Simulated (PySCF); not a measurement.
Simulation results for B2H4N, CH4B2N, FH3Si2, AlBH2NO and others

Calculation on a computer-drawn molecule: optimised geometry and harmonic frequencies of an isolated molecule of the commonest isotopes, restricted reference for singlets and unrestricted otherwise, frozen core in MP2. Program: PySCF 2.14.0.

```yaml
- entry: 1
  formula: B2H4N
  start_structure:
    atoms_angstrom:
      - [B, 1.3288, 3.045, -1.3248]
      - ["N", 1.3731, 1.8835, -0.731]
      - [B, 1.4373, 0.6362, -0.0834]
      - [H, 1.2871, 4.0848, -1.8732]
      - [H, 2.5892, 0.2346, -0.0549]
      - [H, 0.7802, -0.2432, -0.7543]
      - [H, 1.0353, 0.6816, 1.0335]
  given:
    charge: -1
    multiplicity: 1
    method: HF
    basis: aug-cc-pVDZ
    drawn_bonds_atom: [1, 2, 1, 3, 3, 3]
    drawn_bonds_other_atom: [2, 3, 4, 5, 6, 7]
    drawn_bonds_order: [2, 1, 1, 1, 1, 1]
  results:
    optimised_atom_element: [B, "N", B, H, H, H, H]
    "optimised_atom_x [angstrom]": [1.326, 1.38, 1.449, 1.274, 2.63, 0.7718, 0.9999]
    "optimised_atom_y [angstrom]": [3.06, 1.965, 0.5817, 4.11, 0.1887, -0.2498, 0.6675]
    "optimised_atom_z [angstrom]": [-1.341, -0.7885, -0.0907, -1.87, -0.04028, -0.7267, 1.069]
    "modes_frequency [cm^-1]": [274.0, 274.0, 754.7, 781.2, 781.2, 995.2, 995.3, 1238, 1238, 1252, 2025, 2250, 2251, 2316, 2897]
    "modes_reduced_mass [dalton]": [2.76, 2.76, 4.786, 1.365, 1.365, 1.34, 1.34, 1.068, 1.068, 1.19, 4.535, 1.103, 1.103, 1.027, 1.232]
    "rotational_constants [GHz]": [121.8, 8.217, 8.217]
    "total_energy [hartree]": -106.1662
    "convergence_status_largest_gradient_component [hartree/bohr]": 4.502e-05
- entry: 2
  formula: CH4B2N
  start_structure:
    atoms_angstrom:
      - [B, 1.7806, 0.0759, 3.4047]
      - [C, 2.1341, 0.2648, 1.8542]
      - [B, 1.5494, 1.3501, 1.0207]
      - ["N", 0.972, 2.1555, 0.2971]
      - [H, 1.8775, -1.0298, 3.7175]
      - [H, 1.5161, 0.969, 4.0561]
      - [H, 2.9212, -0.3212, 1.4522]
      - [H, 0.5886, 2.8906, -0.2717]
  given:
    charge: 0
    multiplicity: 2
    method: HF
    basis: cc-pVDZ
    drawn_bonds_atom: [1, 2, 3, 1, 1, 2, 4]
    drawn_bonds_other_atom: [2, 3, 4, 5, 6, 7, 8]
    drawn_bonds_order: [1, 1, 2, 1, 1, 1, 1]
  results:
    optimised_atom_element: [B, C, B, "N", H, H, H, H]
    "optimised_atom_x [angstrom]": [1.831, 2.085, 1.514, 1.052, 2.323, 1.145, 2.71, 0.6798]
    "optimised_atom_y [angstrom]": [0.05717, 0.223, 1.349, 2.258, -0.8612, 0.8432, -0.5021, 2.988]
    "optimised_atom_z [angstrom]": [3.374, 1.85, 0.9898, 0.2976, 3.969, 3.964, 1.335, -0.2482]
    "modes_frequency [cm^-1]": [143.2, 184.4, 379.4, 448.7, 509.6, 514.8, 661.7, 768.1, 983.0, 1051, 1096, 1305, 1380, 2059, 2681, 2754, 3300, 4093]
    "modes_reduced_mass [dalton]": [1.129, 3.13, 2.75, 1.255, 1.204, 3.242, 1.618, 2.581, 1.758, 1.401, 2.052, 1.216, 1.779, 7.977, 1.054, 1.129, 1.086, 1.101]
    "rotational_constants [GHz]": [41.98, 3.985, 3.64]
    "total_energy [hartree]": -143.9937
    spin_squared: 0.7755
    "convergence_status_largest_gradient_component [hartree/bohr]": 3.808e-05
- entry: 3
  formula: FH3Si2
  start_structure:
    atoms_angstrom:
      - [F, -3.0035, 0.649, 1.9796]
      - [Si, -2.7035, 2.1622, 1.4661]
      - [Si, -1.2428, 2.175, -0.4354]
      - [H, -2.1027, 2.8872, 2.609]
      - [H, -4.0148, 2.7674, 1.1391]
      - [H, -1.323, 3.691, -0.4546]
  given:
    charge: 0
    multiplicity: 1
    method: MP2
    basis: "cc-pV(D+d)Z"
    drawn_bonds_atom: [1, 2, 2, 2, 3]
    drawn_bonds_other_atom: [2, 3, 4, 5, 6]
    drawn_bonds_order: [1, 1, 1, 1, 1]
  results:
    optimised_atom_element: [F, Si, Si, H, H, H]
    "optimised_atom_x [angstrom]": [-3.028, -2.686, -1.234, -2.07, -3.981, -1.392]
    "optimised_atom_y [angstrom]": [0.6408, 2.146, 2.171, 2.904, 2.785, 3.685]
    "optimised_atom_z [angstrom]": [2.012, 1.445, -0.4464, 2.564, 1.095, -0.3649]
    "modes_frequency [cm^-1]": [167.2, 221.5, 327.6, 380.1, 636.1, 780.6, 832.8, 911.2, 947.7, 2096, 2251, 2262]
    "modes_reduced_mass [dalton]": [7.633, 1.061, 1.298, 4.339, 1.298, 1.093, 4.426, 1.319, 1.105, 1.041, 1.03, 1.052]
    "rotational_constants [GHz]": [19.27, 3.334, 2.94]
    "total_energy [hartree]": -679.4110
    "convergence_status_largest_gradient_component [hartree/bohr]": 1.009e-05
- entry: 4
  formula: AlBH2NO
  start_structure:
    atoms_angstrom:
      - ["N", -3.0158, 0.3783, 0.6226]
      - [B, -2.0679, -0.2821, 0.3999]
      - [Al, -0.5581, -1.3604, -0.0459]
      - [O, 0.759, -2.3139, -0.4146]
      - [H, -3.8877, 0.9366, 0.9188]
      - [H, 1.5218, -2.8561, -0.6598]
  given:
    charge: 1
    multiplicity: 1
    method: HF
    basis: "cc-pV(D+d)Z"
    drawn_bonds_atom: [1, 2, 3, 1, 4]
    drawn_bonds_other_atom: [2, 3, 4, 5, 6]
    drawn_bonds_order: [2, 1, 1, 1, 1]
  results:
    optimised_atom_element: ["N", B, Al, O, H, H]
    "optimised_atom_x [angstrom]": [-3.08, -2.114, -0.4893, 0.7773, -3.87, 1.528]
    "optimised_atom_y [angstrom]": [0.4051, -0.2766, -1.423, -2.318, 0.9624, -2.847]
    "optimised_atom_z [angstrom]": [0.6738, 0.3961, -0.07024, -0.4321, 0.9007, -0.6473]
    "modes_frequency [cm^-1]": [119.2, 269.1, 274.3, 365.4, 366.8, 468.3, 715.7, 715.7, 1121, 2138, 3997, 4220]
    "modes_reduced_mass [dalton]": [5.871, 5.925, 7.482, 1.097, 1.13, 9.524, 1.235, 1.234, 11.49, 7.383, 1.109, 1.073]
    "rotational_constants [GHz]": [2.182, 2.182]
    "total_energy [hartree]": -396.8847
    "convergence_status_largest_gradient_component [hartree/bohr]": 2.577e-05
- entry: 5
  formula: AlBH7NSi
  start_structure:
    atoms_angstrom:
      - ["N", 0.5799, -0.2566, -0.6937]
      - [B, 0.2591, -1.1004, 0.338]
      - [Al, -1.82, -1.3289, -0.0472]
      - [Si, 1.6937, -1.7451, 1.538]
      - [H, 1.5118, 0.1484, -0.8599]
      - [H, -0.0589, 0.1706, -1.3582]
      - [H, -2.9442, -2.1846, 0.6131]
      - [H, -2.2291, -0.447, -1.255]
      - [H, 1.9023, -3.2089, 1.4949]
      - [H, 1.4998, -1.4039, 2.9985]
      - [H, 2.9377, -1.183, 1.1823]
  given:
    charge: 0
    multiplicity: 1
    method: HF
    basis: "cc-pV(D+d)Z"
    drawn_bonds_atom: [1, 2, 2, 1, 1, 3, 3, 4, 4, 4]
    drawn_bonds_other_atom: [2, 3, 4, 5, 6, 7, 8, 9, 10, 11]
    drawn_bonds_order: [1, 1, 1, 1, 1, 1, 1, 1, 1, 1]
  results:
    optimised_atom_element: ["N", B, Al, Si, H, H, H, H, H, H, H]
    "optimised_atom_x [angstrom]": [0.8232, 0.2967, -1.833, 1.573, 1.789, 0.2783, -2.576, -2.732, 1.594, 1.142, 2.977]
    "optimised_atom_y [angstrom]": [-0.05905, -0.9456, -1.384, -1.753, 0.2057, 0.3845, -2.382, -0.6822, -3.238, -1.411, -1.274]
    "optimised_atom_z [angstrom]": [-0.8228, 0.116, 0.01579, 1.502, -0.8585, -1.535, 1.003, -1.1, 1.405, 2.885, 1.341]
    "modes_frequency [cm^-1]": [84.4, 103.0, 118.7, 220.5, 258.6, 383.2, 473.9, 518.3, 622.9, 665.2, 681.0, 738.8, 750.8, 852.2, 997.0, 1025, 1026, 1131, 1365, 1772, 1926, 1956, 2249, 2268, 2279, 3775, 3868]
    "modes_reduced_mass [dalton]": [1.057, 1.036, 2.992, 2.561, 2.251, 4.885, 1.43, 1.104, 1.483, 1.452, 1.229, 1.148, 2.397, 1.081, 1.11, 1.038, 1.035, 1.566, 4.954, 1.182, 1.046, 1.038, 1.045, 1.05, 1.025, 1.05, 1.098]
    "rotational_constants [GHz]": [5.672, 2.221, 1.625]
    "total_energy [hartree]": -614.0711
    "convergence_status_largest_gradient_component [hartree/bohr]": 2.036e-05
- entry: 6
  formula: FH2OSi
  start_structure:
    atoms_angstrom:
      - [O, -1.9961, -0.3398, 1.206]
      - [Si, -0.8496, 0.1035, -0.0196]
      - [F, -0.5976, -1.4464, -0.6786]
      - [H, -2.7043, -0.8607, 0.8651]
      - [H, -1.8639, 0.5431, -1.1242]
  given:
    charge: -1
    multiplicity: 1
    method: MP2
    basis: "aug-cc-pV(D+d)Z"
    drawn_bonds_atom: [1, 2, 1, 2]
    drawn_bonds_other_atom: [2, 3, 4, 5]
    drawn_bonds_order: [1, 1, 1, 1]
  results:
    optimised_atom_element: [O, Si, F, H, H]
    "optimised_atom_x [angstrom]": [-1.995, -0.8352, -0.5458, -2.748, -1.887]
    "optimised_atom_y [angstrom]": [-0.3525, 0.1118, -1.461, -0.8127, 0.5142]
    "optimised_atom_z [angstrom]": [1.247, -0.0205, -0.7199, 0.8494, -1.107]
    "modes_frequency [cm^-1]": [225.8, 362.5, 615.1, 649.1, 752.4, 824.4, 954.1, 1798, 3813]
    "modes_reduced_mass [dalton]": [2.193, 1.78, 16.54, 17.32, 1.054, 1.081, 1.21, 1.042, 1.066]
    "rotational_constants [GHz]": [20.06, 7.508, 5.826]
    "total_energy [hartree]": -465.0364
    "convergence_status_largest_gradient_component [hartree/bohr]": 2.446e-05
- entry: 7
  formula: BClH3Si
  start_structure:
    atoms_angstrom:
      - [B, 1.1452, 1.3827, 0.2896]
      - [Si, 0.1098, -0.2648, -0.3209]
      - [Cl, 0.9026, -2.0551, -0.0864]
      - [H, 1.8718, 1.8991, -0.4965]
      - [H, 0.9809, 1.7535, 1.4068]
      - [H, -1.2154, -0.2777, -0.9422]
  given:
    charge: 1
    multiplicity: 1
    method: MP2
    basis: "cc-pV(D+d)Z"
    drawn_bonds_atom: [1, 2, 1, 1, 2]
    drawn_bonds_other_atom: [2, 3, 4, 5, 6]
    drawn_bonds_order: [1, 1, 1, 1, 1]
  results:
    optimised_atom_element: [B, Si, Cl, H, H, H]
    "optimised_atom_x [angstrom]": [1.141, 0.1077, 0.9115, 1.878, 0.9812, -1.225]
    "optimised_atom_y [angstrom]": [1.377, -0.2609, -2.05, 1.897, 1.751, -0.2769]
    "optimised_atom_z [angstrom]": [0.2874, -0.3216, -0.0819, -0.5011, 1.414, -0.9464]
    "modes_frequency [cm^-1]": [157.4, 183.3, 387.8, 562.5, 691.9, 698.4, 793.7, 920.9, 1143, 2355, 2678, 2809]
    "modes_reduced_mass [dalton]": [4.499, 1.068, 1.081, 5.612, 3.745, 1.331, 1.403, 1.345, 1.115, 1.044, 1.045, 1.133]
    "rotational_constants [GHz]": [21.02, 3.831, 3.337]
    "total_energy [hartree]": -774.8814
    "convergence_status_largest_gradient_component [hartree/bohr]": 1.064e-05
- entry: 8
  formula: AlBClFH
  start_structure:
    atoms_angstrom:
      - [F, 2.9783, -0.2228, -2.2061]
      - [Al, 1.5901, 0.6649, -2.3777]
      - [B, -0.0514, -0.3253, -3.1001]
      - [Cl, -1.5225, -1.1968, -3.2225]
      - [H, 1.6393, 2.2096, -2.1257]
  given:
    charge: 0
    multiplicity: 2
    method: MP2
    basis: "cc-pV(D+d)Z"
    drawn_bonds_atom: [1, 2, 3, 2]
    drawn_bonds_other_atom: [2, 3, 4, 5]
    drawn_bonds_order: [1, 1, 1, 1]
  results:
    optimised_atom_element: [F, Al, B, Cl, H]
    "optimised_atom_x [angstrom]": [3.016, 1.601, -0.08829, -1.516, 1.621]
    "optimised_atom_y [angstrom]": [-0.2238, 0.664, -0.3536, -1.17, 2.213]
    "optimised_atom_z [angstrom]": [-2.231, -2.396, -2.911, -3.339, -2.155]
    "modes_frequency [cm^-1]": [78.85, 109.4, 307.3, 410.4, 430.4, 655.1, 818.5, 1142, 2015]
    "modes_reduced_mass [dalton]": [10.89, 12.24, 10.43, 13.11, 1.25, 1.14, 15.26, 12.22, 1.044]
    "rotational_constants [GHz]": [20.88, 1.423, 1.332]
    "total_energy [hartree]": -826.6259
    spin_squared: 0.76
    "convergence_status_largest_gradient_component [hartree/bohr]": 3.084e-05
- entry: 9
  formula: B2ClH2O
  start_structure:
    atoms_angstrom:
      - [B, -1.3713, 1.275, -0.3733]
      - [O, -0.624, 0.3996, -0.9194]
      - [B, 0.1657, -0.5156, -1.3063]
      - [Cl, 0.0988, -2.1477, -0.527]
      - [H, -2.3977, 1.628, -0.6862]
      - [H, 0.9941, -0.3421, -2.1183]
  given:
    charge: 0
    multiplicity: 2
    method: HF
    basis: "cc-pV(D+d)Z"
    drawn_bonds_atom: [1, 2, 3, 1, 3]
    drawn_bonds_other_atom: [2, 3, 4, 5, 6]
    drawn_bonds_order: [1, 1, 1, 1, 1]
  results:
    optimised_atom_element: [B, O, B, Cl, H, H]
    "optimised_atom_x [angstrom]": [-1.505, -0.6659, 0.2222, 0.1282, -2.388, 1.074]
    "optimised_atom_y [angstrom]": [0.9422, 0.5123, -0.4977, -1.933, 1.716, -0.4418]
    "optimised_atom_z [angstrom]": [-0.2745, -1.244, -1.363, -0.3339, -0.5263, -2.189]
    "modes_frequency [cm^-1]": [101.0, 211.4, 247.0, 473.1, 814.0, 914.7, 1013, 1119, 1275, 1442, 2701, 2814]
    "modes_reduced_mass [dalton]": [3.53, 2.735, 1.52, 6.833, 5.675, 1.568, 1.509, 1.434, 2.199, 10.97, 1.093, 1.096]
    "rotational_constants [GHz]": [20.13, 3.6, 3.067]
    "total_energy [hartree]": -584.9701
    spin_squared: 0.753
    "convergence_status_largest_gradient_component [hartree/bohr]": 2.107e-05
- entry: 10
  formula: FHOSi2
  start_structure:
    atoms_angstrom:
      - [O, -2.6856, -1.359, -0.9004]
      - [Si, -2.2852, -0.159, -0.1563]
      - [F, -0.9365, -0.0967, 0.6379]
      - [Si, -2.8073, 2.0702, 0.0901]
      - [H, -3.8612, 2.0089, 1.1956]
  given:
    charge: 0
    multiplicity: 1
    method: HF
    basis: "cc-pV(D+d)Z"
    drawn_bonds_atom: [1, 2, 2, 4]
    drawn_bonds_other_atom: [2, 3, 4, 5]
    drawn_bonds_order: [2, 1, 1, 1]
  results:
    optimised_atom_element: [O, Si, F, Si, H]
    "optimised_atom_x [angstrom]": [-2.797, -2.2, -0.8686, -2.958, -3.752]
    "optimised_atom_y [angstrom]": [-1.24, -0.09923, -0.196, 2.159, 1.84]
    "optimised_atom_z [angstrom]": [-0.8827, -0.1298, 0.7554, -0.06126, 1.185]
    "modes_frequency [cm^-1]": [110.6, 223.9, 262.7, 289.0, 467.5, 698.4, 885.6, 1366, 2172]
    "modes_reduced_mass [dalton]": [13.39, 1.164, 5.125, 17.21, 14.35, 1.207, 19.69, 19.43, 1.041]
    "rotational_constants [GHz]": [7.49, 3.108, 2.24]
    "total_energy [hartree]": -752.7584
    "convergence_status_largest_gradient_component [hartree/bohr]": 8.504e-06
```
